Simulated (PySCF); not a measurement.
**Ba: excitation energy**

Ba [Xe] 6s2 (1S) → Ba [Xe] 5d1 6s1 (3D), as a difference of total energies. Calculation: PySCF 2.14, in x2c-TZVPPall (11s7p6d2f1g, 85 functions); scalar relativity by spin-free X2C-1e. Correlated levels: valence and next inner shell: [Kr] 4d10 frozen. The calculations carry no spin-orbit coupling.

Task: Order these methods by the excitation energy they give, lowest first.
A. MP2 (valence and next inner shell)
B. SCS-MP2 (valence and next inner shell)
C. CCSD (valence and next inner shell)
D. UHF

Result: D (0.817 eV), C (1.232 eV), A (1.286 eV), B (1.402 eV).

Errors of the correlated levels include the incompleteness of this basis and the frozen core.

For comparison: 1.160 eV (measured; NIST levels, between the centres of gravity of the two terms).
